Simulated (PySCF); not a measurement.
**Bond length, frequency and bond energy of CaP⁻ by level of theory**

State: ³Π (triplet), unpaired electrons σ ↑, π ↑. Set-up: basis Ca aug-pcseg-1, P aug-pcseg-1; no relativity; PySCF 2.14. De refers to Ca + P⁻ in their high-spin ground configurations, without counterpoise correction. The functionals are run spin-unrestricted. A positive dipole points towards P; it is taken about the centre of mass and depends on that origin. Levels whose curve was spin-contaminated or gave no clean fit are not listed.

| Level | Re (Å) | ωe (cm⁻¹) | De (eV) | μ (D) | CPU s a point (SCF and correlation, without the integrals) |
| --- | --- | --- | --- | --- | --- |
| ROHF-MP2 | 2.747 | 267 | n/a | n/a | 0.64 |
| PBE | 2.617 | 313 | 2.12 | -1.45 | 0.55 |
| PBEsol | 2.594 | 323 | 2.29 | -1.48 | 0.38 |
| revPBE | 2.630 | 308 | 2.01 | -1.36 | 0.39 |
| r²SCAN | 2.613 | 323 | 2.21 | -1.85 | 0.77 |
| PBE0 | 2.622 | 313 | 1.91 | -1.90 | 1.1 |
| B2PLYP | 2.687 | 297 | 1.56 | -1.70 | 0.69 |

The bond length runs from 2.594 Å (PBEsol) to 2.747 Å (ROHF-MP2). De spans 1.56 eV (B2PLYP, double hybrid) to 2.29 eV (PBEsol, GGA).

Correlated steps freeze 10 core orbitals. For an ion De counts to the pair picked by the measured ionisation energies or electron affinities, which need not be the lowest pair at this level. The highest Kohn–Sham level is positive in this anion. Much of that is self-interaction error, but it also means that the finite basis helps to hold the extra electron. B2PLYP dipoles, levels and charges come from its SCF part alone. The state is the lowest determinant that a PBE0 search found; another state may lie lower at other levels.

The whole job (state search and all levels along the bond) took about 2.6 min on 1 thread of AMD EPYC 7R13 (shared host), peak memory 0.85 GiB.
